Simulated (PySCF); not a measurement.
# Telling isomers of C$_{7}$H$_{12}$O$_{3}$ apart by NMR

PySCF 2.14 calculation with shieldings: GIAO PBE0/pcSseg-1 and GFN2-xTB structure; non-relativistic, one conformer, equivalent nuclei averaged, in vacuum.

Referencing at the same level of theory: TMS for ¹H (31.72 ppm), ¹³C (186.93 ppm). Where no couplings were computed, multiplicities follow the n + 1 count of equivalent neighbours, and m marks all less simple cases (inequivalent or close neighbours, rings, F or P nearby). Acid and N–H amide carbonyl carbons lie up to 10 ppm further downfield in solution (hydrogen bonding). Shifts are as computed. Against solution values, carbons near 30 ppm lie about +3 ppm off and those near 130 ppm about +5 ppm. Of 1211 compounds with measured shifts, 218 miss one by over three times the rms of a fit or turn the order of signals round; such compounds aren't used in these exercises. OH and NH positions are gas-phase values without hydrogen bonding to other molecules.

(1) Tabulate the signals of `C/C=C(/C)[C@H](OC)OC=O`, `CO[C@H]1C[C@](C)(C(=O)O)C1` and their relative energies.

(2) What is the quickest way to tell C/C=C(/C)[C@H](OC)OC=O from CO[C@H]1C[C@](C)(C(=O)O)C1?

## Answers

(1) 
| SMILES | carbon types | δC | δH | E rel. (kcal/mol) |
| --- | --- | --- | --- | --- |
| C/C=C(/C)[C@H](OC)OC=O | 1×C 3×CH 3×CH3 | 165.4, 142.5, 132.8, 98.9, 58.4, 20.3, 15.3 | 8.19 (s, 1H), 7.04 (s, 1H), 5.73 (q, 1H), 3.66 (s, 3H), 2.04 (d, 3H), 1.94 (s, 3H) | 9.5 |
| CO[C@H]1C[C@](C)(C(=O)O)C1 | 2×C 1×CH 2×CH2 2×CH3 | 183.2, 71.6, 57.4, 41.4, 36.9, 27.9 | 5.99 (br s, 1H), 3.68 (m, 1H), 3.35 (s, 3H), 2.89 (m, 2H), 1.84 (m, 2H), 1.50 (s, 3H) | 0.0 |

Energies are electronic energies at PBE0/pcSseg-1 on these geometries, without zero-point or thermal terms, each for the one conformer computed, which needn't be the lowest.

(2) Count the carbon signals: 7 against 6. The first has an ester carbonyl carbon (CH) at 165.4 ppm, the second an sp3 CH2 in a ring at 41.4 ppm. Their most deshielded carbons lie at 165.4 and 183.2 ppm. In the proton spectra the most deshielded non-exchanging signals are 8.19 (s, 1H) and 3.68 (m, 1H).
